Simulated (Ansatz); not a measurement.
A set of 12 reactions (hydrogenolysis), with CCSD(T)/CBS values in kJ/mol:

| reaction | ΔE |
| --- | --- |
| `CC(F)OC(F)F` + H₂ → `CC(F)OCF` + H–F | -58.3 |
| `CNC(O)(O)F` + H₂ → `CNC(O)F` + H₂O | -37.8 |
| `CC[O][Sb]([SiH3])[N](C)C` + H₂ → `CC[O][SbH][SiH3]` + `CNC` | -7.8 |
| `OC[O][GeH3]` + H₂ → `C[O][GeH3]` + H₂O | -75.5 |
| `C[CH2][InH][SH]` + H₂ → `[SH][InH2]` + `CC` | -38.6 |
| `O[SiH2]S[SiH](F)F` + H₂ → `F[SiH2]F` + `O[SiH2]S` | 49.2 |
| `O[SiH2]S[SiH](F)F` + H₂ → `F[SiH](F)S[SiH3]` + H₂O | 76.9 |
| `CC(C)C(C)(C)O` + H₂ → `CC(C)C(C)O` + CH₄ | -56.3 |
| `O[SiH2][O][SnH3]` + H₂ → `[SiH3][O][SnH3]` + H₂O | 94.2 |
| `C=[CH][Ga]([CH3])[Cl]` + H₂ → `C=[CH][GaH][Cl]` + CH₄ | -22.6 |
| `C[SiH](Cl)B[SiH3]` + H₂ → `C[SiH2]B[SiH3]` + HCl | 84.5 |
| `C[Si](F)(S)Br` + H₂ → `C[SiH](S)Br` + H–F | 121.8 |

Isolated molecules relaxed with PBE0-D4/def2-TZVP in Ansatz; ΔE leaves out vibrations. CCSD(T)/CBS is the MP2 limit (def2-TZVPP, def2-QZVPP) plus CCSD(T) − MP2 in def2-TZVPP, frozen cores. This one scheme is used for every species. Functionals use def2-TZVPP. B3LYP here is the variant with VWN-RPA as its local correlation; programs differ in this. Elements past krypton have def2 core potentials. For Br, Ga, Ge, In, Sb, Sn outer-core shells are correlated without core-valence functions, which leaves a few kJ/mol of doubt a bond. Scalar relativity is left out up to krypton. One conformer a species, not always the lowest.

Problem. Give the mean, mean absolute and largest difference (level minus CCSD(T)/CBS, kJ/mol) for: PBE-D4, r2SCAN-D4, PBE0-D4, B3LYP-D4, ωB97X-V, B2PLYP, PBE0, MP2/def2-TZVPP, SCS-MP2/def2-TZVPP, CCSD/def2-TZVPP, MP2/def2-QZVPP, SCS-MP2/def2-QZVPP, HF/CBS(def2), CCSD/CBS(def2). (Best estimate.)

Solution. Computed: 
| level | mean | mean absolute | largest |
| --- | --- | --- | --- |
| PBE-D4 | 1.4 | 4.9 | 13.1 |
| r2SCAN-D4 | 4.9 | 8.3 | 20.1 |
| PBE0-D4 | -2.0 | 6.2 | -10.9 |
| B3LYP-D4 | 0.0 | 4.9 | -10.1 |
| ωB97X-V | 0.1 | 6.4 | 14.8 |
| B2PLYP | -3.9 | 6.7 | -14.2 |
| PBE0 | -7.3 | 9.8 | -25.7 |
| MP2/def2-TZVPP | 4.3 | 4.3 | 7.8 |
| SCS-MP2/def2-TZVPP | -0.5 | 2.9 | -6.9 |
| CCSD/def2-TZVPP | -5.6 | 6.4 | -14.9 |
| MP2/def2-QZVPP | 4.9 | 5.2 | 10.9 |
| SCS-MP2/def2-QZVPP | -0.1 | 1.9 | -3.8 |
| HF/CBS(def2) | -17.9 | 19.2 | -49.8 |
| CCSD/CBS(def2) | -4.5 | 4.5 | -10.3 |

The largest T1 diagnostic in the set is 0.014, for `[SH][InH2]` (customary mark 0.02).

CCSD(T)/CBS is a level of theory with its own doubt, and the functionals carry their triple-zeta basis error, so these figures describe this set and don't rank the functionals.
